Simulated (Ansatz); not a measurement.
Geometry optimisation, RKS PBE0/6-31G* (Ansatz 0.2.0).

Input:

```yaml
crystal:
  periodic: [false, false, false]
  atoms:
    - { symbol: F, position_ang: [0.36066, -2.22188, 0.86145] }
    - { symbol: B, position_ang: [0.22524, -0.99332, 0.41694] }
    - { symbol: O, position_ang: [1.0016, 0.07463, 0.48459] }
    - { symbol: Si, position_ang: [-0.50955, 0.52787, -0.4197] }
    - { symbol: H, position_ang: [-0.01187, 0.99085, -1.70762] }
    - { symbol: H, position_ang: [-1.06608, 1.62185, 0.36435] }
basis:
  gaussian: { orbitals: "6-31G*" }
hamiltonian:
  xc: pbe0
relax:
  f_tol: 0.02
  max_steps: 50
```

Run as:

```bash
$ ansatz run input.yaml --threads 1 --pin off --max-ram 2048MiB --backend cpu --events-out ev --progress --plain --runs-dir out
```

Q: Where does it end, and by what steps?

A: The forces met the threshold. After 6 steps the energy has fallen by 0.127 eV; Si4 moved furthest, 0.13 Å.

| step | energy less start (eV) | largest force component (eV/Å) | accepted |
| --- | --- | --- | --- |
| 0 | 0.0000 | 0.813 | yes |
| 1 | -0.1104 | 0.503 | yes |
| 2 | -0.1186 | 0.299 | yes |
| 3 | -0.1257 | 0.166 | yes |
| 4 | -0.1266 | 0.084 | yes |
| 5 | -0.1272 | 0.028 | yes |
| 6 | -0.1273 | 0.002 | yes |

```xyz
6
Properties=species:S:1:pos:R:3
F 0.348 -2.252 0.863
B 0.229 -1.021 0.428
O 1.043 0.041 0.517
Si -0.399 0.576 -0.378
H -0.078 1.009 -1.762
H -1.143 1.647 0.333
```

Time of the run: 19 s on 1 thread of Arm Neoverse V1, with other jobs on the host, peak memory 0.15 GiB.
